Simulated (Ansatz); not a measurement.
Ansatz results at the PBE0-D4/def2-TZVP geometry: LUMO energy (B3LYP/def2-TZVPP) -0.13 eV; HOMO–LUMO gap (ωB97M-V/def2-TZVPP) 10.08 eV; size of the dipole moment (ωB97M-V/def2-TZVPP) 2.19 D.

Each molecule was computed in one conformer, which needn't be the lowest.

(1) Which molecule gave them?
A. `[NH2][Hf]([NH2])([Cl])[Cl]`
B. `C[NH][Hf]([F])([NH]C)[NH]C`
C. `[OH][Hf]([Cl])([Cl])[SeH]`
D. `[F][Hf]([F])([Br])[Br]`

Results:

(1) B. The others give `[F][Hf]([F])([Br])[Br]`: -2.07, 11.40, 0.03; `[NH2][Hf]([NH2])([Cl])[Cl]`: -1.08, 11.08, 3.13; `[OH][Hf]([Cl])([Cl])[SeH]`: -1.75, 9.93, 3.23.

B3LYP here is the variant with VWN-RPA as its local correlation; programs differ in this.
